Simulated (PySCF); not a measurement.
SMILES [OH][Zn][C](C)(C)C (GFN2-xTB optimised geometry):

```
16

Zn     0.482    -1.331     0.000
C     -0.839     0.227     0.000
C     -0.542     1.012    -1.274
C     -2.321    -0.121     0.062
C     -0.450     1.067     1.212
H     -1.087     1.959    -1.258
H     -0.851     0.461    -2.161
H      0.520     1.236    -1.356
H     -2.627    -0.713    -0.797
H     -2.562    -0.674     0.966
H     -2.908     0.801     0.063
H     -0.693     0.558     2.143
H      0.616     1.291     1.206
H     -0.994     2.015     1.194
O      2.245    -1.331     0.000
H      2.908    -2.015     0.002
```

Computed with PBE0/def2-TZVP run with PySCF.

Q: What are the frontier orbital energies and the dipole moment?

A: HOMO-2 -8.41 eV, HOMO-1 -7.88 eV, HOMO -6.70 eV, LUMO -1.46 eV, LUMO+1 0.31 eV; dipole moment 2.09 D.

On the same geometry PBE/def2-TZVP in PySCF gives HOMO-2 -6.93 eV, HOMO-1 -6.28 eV, HOMO -5.71 eV, LUMO -2.21 eV, LUMO+1 -0.39 eV; dipole moment 1.67 D.

Meta-Löwdin charges at PBE0/def2-TZVP: Zn1 1.08, C2 -0.27, C3 -0.35, C4 -0.35, C5 -0.36, H6 0.10, H7 0.11, H8 0.11, H9 0.11, H10 0.11, H11 0.10, H12 0.11, H13 0.11, H14 0.10, O15 -1.07, H16 0.34.
